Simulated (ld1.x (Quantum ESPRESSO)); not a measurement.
## What one change does to a pseudopotential (Tc, TM)

Tc (Z = 43), norm-conserving Troullier–Martins (Kleinman–Bylander form), made with ld1.x (Quantum ESPRESSO) 7.5 (BLYP, scalar-relativistic). Core [Kr], reference 4d5 5s0 5p0 (charge +2). Waves: 5s (bound, empty): rc 1.95 bohr; 5p (bound, empty): rc 2.95 bohr; 4d (bound): rc 1.35 bohr. Local part: the d channel. Core correction: Bessel-smoothed model core inside 1.05 bohr.

Change: all radii but the core radius scaled by about 1.24 (s 2.42, p 3.68, d 1.68 bohr).

Cutoffs: the cutoffs (Ry, on a coarse ladder) from which the occupation-weighted sum of valence levels, in a spherical-Bessel basis at the reference potential, stays within 10 and 1 mRy of its value at 400 Ry; they do not see the model core or the augmentation charge, which bear on the density cutoff. Errors are all-electron minus pseudo energies relative to the spin-unpolarised reference configuration.

Problem. Predict the effect on cutoff, ghosts and configuration errors.

Solution. The potential gets softer (50 Ry and 70 Ry → 50 Ry and 55 Ry); both files keep a bound ghost (p, s); of the 7 tests that both files solve, the error grows in 5 and shrinks in 1 by more than 15 % and 0.3 meV (median size 6.8 → 18.7 meV). A larger radius leaves more room for a smooth pseudo-wave, so fewer plane waves are needed.

```tsv
quantity	base	changed
cutoff, loose	50 Ry	50 Ry
cutoff, tight	70 Ry	55 Ry
bound ghosts	s, p	s, p
error for 4d5 5s2 5p0, meV [ΔE -23.09 eV]	-6.8	-19
error for 4d5 5s1 5p0, meV [ΔE -14.97 eV]	-2.4	-6.0
error for 4d4 5s0 5p0, meV [ΔE 28.61 eV]	-142	-143
error for 4d5 5s0 5p2, meV [ΔE -15.33 eV]	-5.3	-11
error for 4d5 5s0 5p1, meV [ΔE -10.38 eV]	-1.7	-4.2
error for 4d4 5s2 5p0, meV [ΔE -11.63 eV]	-100	-201
error for 4d6 5s1 5p0, meV [ΔE -23.94 eV]	-43	-26
```

Changed file: These tests converged, but a pseudo level misses the all-electron one widely, so the file describes the atom poorly there or has found another state: 4d4 5s0 5p0: empty 5p by 2.3 eV (a node warning on the way). A true bound ghost makes a file unfit for plane-wave use even where its test errors are small: the radial tests pick states by their node count and pass the ghost by.
